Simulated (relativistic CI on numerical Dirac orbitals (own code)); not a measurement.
# Ta⁺: calculation against measurement

Method of calculation: Dirac-Coulomb-Breit CI, orbitals from a KLI potential per configuration, a model potential for QED, valence Slater integrals scaled by 0.85, P86 correlation energy added to each configuration (own radial code, finite nucleus).

Configurations in the expansion (outside the closed core [Xe] 4f14): 5d3.6s, 5d2.6s2, 5d4, 5d3.6p, 5d.6s2.6p, 5d2.6s.6p, 5d.6s.6p2, 5d3.6d, 5d2.6s.5f, 5d3.6f, 5d2.6p2, 5d2.6s.5g, 5d3.7s, 5d2.6s.7p, 5d2.6s.7s, 5d.6s2.6d. Levels of other configurations are missing.

```
Configuration  Term (tabulated)  J  Measured (cm⁻¹)  Computed  Error  Purity (%)
       5d3.6s                5F  1              0.0         0      0          95
       5d3.6s                5F  2           1031.4       871   -161          96
       5d3.6s                5F  3           2642.3      2181   -461          97
      5d2.6s2                3F  2           3180.0      4247   1067          67
       5d3.6s                5F  4           4415.8      3725   -691          97
       5d3.6s                5F  5           6186.8      5363   -824          93
      5d2.6s2                3F  3           6831.3      7292    461          77
      5d2.6s2                3F  4           9746.3      9818     72          62
```

Measured levels from NIST Handbook of Basic Atomic Spectroscopic Data (Sansonetti and Martin, J. Phys. Chem. Ref. Data 34, 1559 (2005)); pairs were made by configuration, J and term (by order where the table uses no LS term), so strongly mixed levels may be paired wrongly.

Mean error by configuration (cm⁻¹): 5d3.6s -534; 5d2.6s2 533. Over the excited levels the mean absolute error is 534 cm⁻¹ (7 of the 18 excited levels that our extract of the source holds in range could be paired, and the others can miss by more), and the median relative error of those above 1,000 cm⁻¹ is 16 %. Some levels of the ground configuration have no partner.
